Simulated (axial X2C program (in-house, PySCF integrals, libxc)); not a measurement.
**Bond lengths and stretching modes, held linear, of HCoH⁺**

Calculated with an axial X2C code built on PySCF integrals: two-component X2C with atomic mean-field Coulomb and Gaunt terms, Gaussian nuclei, basis H dyall-v3z, Co dyall-v3z with contracted cores. Spin-free rows use the one-electron spin-free X2C Hamiltonian.

Masses H 1.008, Co 58.933, H 1.008 u. States: 2c Ω = 1 (beyond evenly filled blocks: ω = -3/2, ω = 5/2); spin-free M_S = 1, Λ = 0 (beyond evenly filled blocks: δ+α, δ-α).

r2SCAN, spin-free: energies above the lowest point

| r(H–Co) (Å) | r(Co–H) (Å) | E (meV) |
| --- | --- | --- |
| 1.6068 | 1.6068 | 7.91 |
| 1.6068 | 1.6480 | 1.45 |
| 1.6068 | 1.6892 | 4.35 |
| 1.6480 | 1.6068 | 1.45 |
| 1.6480 | 1.6480 | 0.00 |
| 1.6480 | 1.6892 | 7.79 |
| 1.6480 | 1.7304 | 22.72 |
| 1.6892 | 1.6068 | 4.35 |
| 1.6892 | 1.6480 | 7.79 |
| 1.6892 | 1.6892 | 20.39 |
| 1.7304 | 1.6480 | 22.72 |
| 1.7304 | 1.7304 | 64.26 |

Task: Fit a quadratic surface with cubic terms in each bond: where is the minimum, and what are the two stretching wavenumbers?

Result: At r2SCAN, spin-free: bonds 1.638 and 1.638 Å; harmonic stretches 897.9 and 1517.8 cm⁻¹; force constants 0.915, 0.915 and coupling 0.45 mdyn/Å.

The other levels and Hamiltonians give:

```csv
Hamiltonian,level,r(H–Co) (Å),r(Co–H) (Å),lower stretch (cm⁻¹),upper stretch (cm⁻¹)
2c,PBE0,1.647,1.647,877.8,1506.6
2c,r2SCAN,1.638,1.638,895.7,1517.1
spin-free,PBE0,1.646,1.646,880.0,1507.2
```

Each state is one determinant, the lowest of a limited PBE0 search; the stretches come from a fit to these few points and carry an uncertainty of a few per cent. Other orders of the atoms were not compared. Left out for rough or failed fits: HF 2c, MP2 2c, HF spin-free, MP2 spin-free. The molecule was held linear; bending was not examined, so a bent shape may lie lower. Open-shell Ω = 0 determinants with evenly filled partner blocks cannot be reached by this program, so the Ω shown need not be the lowest component. Note: several unpaired electrons, one determinant need not be a pure state.
